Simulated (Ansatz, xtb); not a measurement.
Spectroscopic constants of MgO-, multiplicity 2 (lowest of 2S+1 = 2, 4 at CCSD(T)/def2-TZVPP on PBE0 minima; our sources give no spin for the ground state, which may be another). The T1 diagnostic near the minimum is 0.052, so single-reference values are doubtful.

The constants come from a fifth-degree fit in 1/R (seven points, main isotopes). In def2 and cc sets the state is the lowest found near the PBE0 minimum, followed along R.

Run with Ansatz (a first-principles code) with Gaussian orbitals; xtb for the GFN methods.  The GFN methods have no spin term and hold the electronic entropy of 300 K.

```json
[
 {"level": "GFN1-xTB", "r_e (Å)": "1.868", "ω_e (cm⁻¹)": "472", "ω_e x_e (cm⁻¹)": "3.9"},
 {"level": "SVWN5/def2-TZVPP", "r_e (Å)": "1.777", "ω_e (cm⁻¹)": "757", "ω_e x_e (cm⁻¹)": "5.2"},
 {"level": "B3LYP/def2-TZVPP", "r_e (Å)": "1.796", "ω_e (cm⁻¹)": "___", "ω_e x_e (cm⁻¹)": "7.5"},
 {"level": "PBE0/def2-TZVPP", "r_e (Å)": "1.789", "ω_e (cm⁻¹)": "711", "ω_e x_e (cm⁻¹)": "8.3"},
 {"level": "BHLYP/def2-TZVPP", "r_e (Å)": "1.818", "ω_e (cm⁻¹)": "591", "ω_e x_e (cm⁻¹)": "5.4"},
 {"level": "CAM-B3LYP/def2-TZVPP", "r_e (Å)": "1.779", "ω_e (cm⁻¹)": "725", "ω_e x_e (cm⁻¹)": "10"},
 {"level": "wB97X-V/def2-TZVPP", "r_e (Å)": "1.783", "ω_e (cm⁻¹)": "725", "ω_e x_e (cm⁻¹)": "12"},
 {"level": "wB97M-V/def2-TZVPP", "r_e (Å)": "___", "ω_e (cm⁻¹)": "___", "ω_e x_e (cm⁻¹)": "12"}
]
```

**Question.** What belongs in the gaps?

**Answer.** 
- wB97M-V/def2-TZVPP, r_e (Å): 1.790
- wB97M-V/def2-TZVPP, ω_e (cm⁻¹): 697
- B3LYP/def2-TZVPP, ω_e (cm⁻¹): 705
